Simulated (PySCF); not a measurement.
**Dipole moment and polarisability of `C=CC(=C)[Si@H](P)N=C`**

Species: C5H10NPSi.
SMILES with atom numbers: `[CH2:1]=[CH:2][C:3](=[CH2:4])[Si@H:5]([PH2:6])[N:7]=[CH2:8]` (hydrogens: H9, H10 on C1; H11 on C2; H12, H13 on C4; H14 on Si5; H15, H16 on P6; H17, H18 on C8)

Cartesian coordinates in Å at the GFN2-xTB level; atoms count from 1:
```xyz
18
C5H10NPSi angstrom
C      2.4715    1.1545   -0.4430
C      2.2002   -0.1203   -0.1946
C      0.8703   -0.6988   -0.1074
C      0.7292   -1.9938    0.1830
Si    -0.6359    0.4113   -0.3978
P     -0.6101    2.2406    0.9228
N     -1.9736   -0.5335    0.1344
C     -3.1154   -0.7526   -0.3215
H      1.6964    1.8878   -0.6027
H      3.4848    1.5166   -0.4894
H      3.0186   -0.8145   -0.0348
H     -0.2407   -2.4531    0.2604
H      1.5811   -2.6339    0.3610
H     -0.6641    0.9127   -1.7846
H      0.2222    1.6953    1.8814
H     -1.7471    1.9269    1.6431
H     -3.4838   -0.3904   -1.2838
H     -3.8125   -1.3487    0.2619
```

Level: CAM-B3LYP/def2-SVPD (PySCF), static field, nuclei fixed, core orbitals frozen in the response. The polarisability tensor in these axes (au):

```
x   133.72  13.12   0.77
y    13.12 141.31   1.24
z     0.77   1.24  93.31
```

Problem. What are the eigenvalues, a third of the trace, and Δα (Δα² = ½Σ(αi − αj)² over the three pairs)?

Solution. Principal values 93.27, 123.86 and 151.21 au; mean 122.78 au = 18.19 Å³ = 20.24 × 10⁻⁴⁰ C²·m²/J; Δα = 50.20 au (41 % of the mean).

Problem. What is the dipole moment, and where does it point?

Solution. (-0.91, -1.22, -0.62) D, 1.65 D in size, pointing from the negative to the positive side. Measured along this direction, the outermost atoms are H10 at the negative end and H18 at the positive end.

Problem. Molar refractivity from α?

Solution. Lorentz–Lorenz: R = (4π/3)N_A α = 2.5225 cm³/(mol·Å³) × 18.19 Å³ = 45.9 cm³/mol, in the limit of long wavelengths.

Problem. Find the Langevin capture rate constant for O2+ (31.990 u) meeting this molecule (143.032 u), k = 2.342 × 10⁻⁹ cm³/s × √(α in Å³ / reduced mass in u).

Solution. The reduced mass is 26.14 u, so k = 1.95 × 10⁻⁹ cm³/s. The formula leaves out the permanent dipole, which adds to the capture rate.

Problem. Orientational against electronic polarisability at 273 K (dilute gas, rigid molecules)?

Solution. In Gaussian units μ²/3kT = 23.98 Å³ against 18.19 Å³, a ratio of 1.32; the Debye molar polarisation (4π/3)N_A(α + μ²/3kT) is 106.4 cm³/mol, leaving out the vibrational part.

Problem. What depolarisation ratio follows for Rayleigh scattering of linearly polarised light, taking the static tensor?

Solution. ρ = 3Δα²/(45ᾱ² + 4Δα²) = 7560.7/(678361 + 10080.9) = 0.011.

Problem. Directions of the eigenvectors, and the extent of the frame along each?

Solution. Largest value along (0.60, 0.80, 0.03), where the nuclei span 6.65 Å; middle along (0.80, -0.60, 0.00), 5.46 Å; least along (-0.01, -0.02, 1.00), 3.64 Å. The response follows the extents in order.

One conformer (not necessarily the lowest) at the GFN2-xTB geometry, without solvent, vibrations or thermal averaging.
